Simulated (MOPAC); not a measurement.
A run for MOPAC: PM6 on BH3O (SMILES BO).

```
PM6 1SCF PRECISE CHARGE=0 THREADS=1
BH3O

B     -0.78249207 1     0.03356036 1    -0.55957221 1
O     -0.05463652 1     0.10726250 1     0.58399616 1
H     -1.92537720 1    -0.27307727 1    -0.44197787 1
H     -0.26913211 1     0.27111895 1    -1.61051570 1
H      0.86929821 1     0.35718925 1     0.46689350 1
```

It printed:

```
*******************************************************************************
 **                                                                           **
 **                              MOPAC v23.2.5                                **
 **                                                                           **
 *******************************************************************************
 ** MOPAC's Digital Object Identifier: https://doi.org/10.5281/zenodo.6511958 **
 **                                                                           **
 ** Please cite the open-source release paper for use of this MOPAC version:  **
 ** J. E. Moussa and J. J. P. Stewart (2026)                                  **
 ** MOPAC: An open-source semiempirical molecular orbital program             **
 ** J. Open Source Softw., 11(119), 8025, https://doi.org/10.21105/joss.08025 **
 *******************************************************************************

                              PM6 CALCULATION RESULTS

 *******************************************************************************
 *  PM6        - The PM6 Hamiltonian to be used
 *
 *
 *
 *                 CHARGE ON SYSTEM = 0
 *
 *
 *
 *  PRECISE    - TIGHTER CRITERIA TO BE USED
 *  1SCF       - DO 1 SCF AND THEN STOP
 *  THREADS=1  - MULTI-THREADING NOT USED
 *  T=         - A TIME OF 172800.0 SECONDS REQUESTED
 *  DUMP=N     - RESTART FILE WRITTEN EVERY 7200.0 SECONDS REQUESTED
 *******************************************************************************
PM6 1SCF PRECISE CHARGE=0 THREADS=1
 BH3O

   ATOM   CHEMICAL          X               Y               Z
  NUMBER   SYMBOL      (ANGSTROMS)     (ANGSTROMS)     (ANGSTROMS)

     1       B         -0.78249207  *   0.03356036  *  -0.55957221  *
     2       O         -0.05463652  *   0.10726250  *   0.58399616  *
     3       H         -1.92537720  *  -0.27307727  *  -0.44197787  *
     4       H         -0.26913211  *   0.27111895  *  -1.61051570  *
     5       H          0.86929821  *   0.35718925  *   0.46689350  *



          CARTESIAN COORDINATES

    NO.       ATOM           X           Y           Z

     1         B         -0.7825      0.0336     -0.5596
     2         O         -0.0546      0.1073      0.5840
     3         H         -1.9254     -0.2731     -0.4420
     4         H         -0.2691      0.2711     -1.6105
     5         H          0.8693      0.3572      0.4669

 General Reference for PM6:
 "Optimization of Parameters for Semiempirical Methods V: Modification of NDDO Approximations
 and Application to 70 Elements", J. J. P. Stewart, J. Mol. Mod., 13, 1173-1213 (2007)
 URL: https://link.springer.com/article/10.1007/s00894-007-0233-4

           Empirical Formula: H3 O B  =     5 atoms



      MOLECULAR POINT GROUP   :   Cs


      RHF CALCULATION, NO. OF DOUBLY OCCUPIED LEVELS = 6


 -------------------------------------------------------------------------------
 PM6 1SCF PRECISE CHARGE=0 THREADS=1
 BH3O



     1SCF WAS SPECIFIED, SO BFGS WAS NOT USED
     SCF FIELD WAS ACHIEVED


                              PM6 CALCULATION
                                                       MOPAC v23.2.5 Linux




          FINAL HEAT OF FORMATION =        -62.08210 KCAL/MOL =    -259.75150 KJ/MOL


          COSMO AREA              =         66.65 SQUARE ANGSTROMS
          COSMO VOLUME            =         48.19 CUBIC ANGSTROMS

          IONIZATION POTENTIAL    =         10.906615 EV
          HOMO LUMO ENERGIES (EV) =        -10.907  0.673
          NO. OF FILLED LEVELS    =          6
          MOLECULAR WEIGHT        =         29.8331         POINT GROUP:  Cs

          MOLECULAR DIMENSIONS (Angstroms)

            Atom       Atom       Distance
            H     5    H     3     3.00558
            H     4    O     2     2.04988
            H     3    H     4     0.00015


          SCF CALCULATIONS        =          1





   ATOM   CHEMICAL          X               Y               Z
  NUMBER   SYMBOL      (ANGSTROMS)     (ANGSTROMS)     (ANGSTROMS)

     1       B         -0.78249207  *   0.03356036  *  -0.55957221  *
     2       O         -0.05463652  *   0.10726250  *   0.58399616  *
     3       H         -1.92537720  *  -0.27307727  *  -0.44197787  *
     4       H         -0.26913211  *   0.27111895  *  -1.61051570  *
     5       H          0.86929821  *   0.35718925  *   0.46689350  *

                             CARTESIAN COORDINATES

   1    B       -0.782492070     0.033560360    -0.559572210
   2    O       -0.054636520     0.107262500     0.583996160
   3    H       -1.925377200    -0.273077270    -0.441977870
   4    H       -0.269132110     0.271118950    -1.610515700
   5    H        0.869298210     0.357189250     0.466893500


           Empirical Formula: H3 O B  =     5 atoms



      MOLECULAR POINT GROUP   :   Cs


                  EIGENVALUES
 -30.79193 -20.20181 -16.44987 -13.70211 -13.60193 -10.90661   0.67315   2.39941
   4.14222   5.09015   6.15872


              NET ATOMIC CHARGES AND DIPOLE CONTRIBUTIONS

  ATOM NO.   TYPE          CHARGE      No. of ELECS.   s-Pop       p-Pop
    1          B           0.060797        2.9392     1.10145     1.83775
    2          O          -0.465501        6.4655     1.72124     4.74426
    3          H           0.057354        0.9426     0.94265
    4          H           0.023582        0.9764     0.97642
    5          H           0.323767        0.6762     0.67623
 DIPOLE           X         Y         Z       TOTAL
 POINT-CHG.     0.685     0.281    -1.047     1.282
 HYBRID         0.623     0.123     0.380     0.740
 SUM            1.307     0.404    -0.668     1.522


          ATOMIC ORBITAL ELECTRON POPULATIONS

     Atom    s        px        py        pz
    1  B   1.10145   0.82024   0.28938   0.72813
    2  O   1.72124   1.37613   1.73739   1.63074
    3  H   0.94265
    4  H   0.97642
    5  H   0.67623

 **********************
 *                    *
 * JOB ENDED NORMALLY *
 *                    *
 **********************




 == MOPAC DONE ==
```

The run finished.

Cost: roughly 0.020 core-seconds.
